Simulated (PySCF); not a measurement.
Al(CF3)(F)(OH) (CHAlF4O), SMILES F[C](F)([Al]([F])[OH])F.

The structure is a stationary point at PBE0-D3(BJ)/def2-SVP. The structure was generated by enumeration; whether it is a known compound was not checked. The values are those of a single conformer.

Computed with PySCF with TDDFT-PBE0/def2-SVPD.

Vertical excitations. The molecule is in vacuum.

```csv
state,energy (eV),λ (nm),f,main pairs
S1,7.32,169,0.015,"HOMO→LUMO+1 81 %, HOMO−1→LUMO 14 %"
S2,7.42,167,0.098,HOMO→LUMO 90 %
S3,7.56,164,0.085,"HOMO−1→LUMO 82 %, HOMO→LUMO+1 14 %"
S4,7.83,158,0.055,"HOMO−2→LUMO 74 %, HOMO−1→LUMO+1 21 %"
S5,8.06,154,0.014,HOMO−2→LUMO+1 97 %
S6,8.31,149,0.089,"HOMO−1→LUMO+1 72 %, HOMO−2→LUMO 21 %"
S7,8.98,138,0.086,HOMO→LUMO+2 92 %
S8,9.18,135,0.010,HOMO−1→LUMO+2 95 %
S9,9.42,132,0.038,HOMO−4→LUMO 83 %
S10,9.50,130,0.055,HOMO−5→LUMO 93 %
T1,6.49,191,0,HOMO→LUMO+1 89 %
T2,6.59,188,0,HOMO→LUMO 85 %
T3,7.08,175,0,HOMO−1→LUMO 93 %
T4,7.27,171,0,"HOMO−1→LUMO+1 78 %, HOMO−2→LUMO 17 %"
```
Triplets are in the Tamm–Dancoff approximation, which puts them higher than full response would, so one can lie above its singlet here.
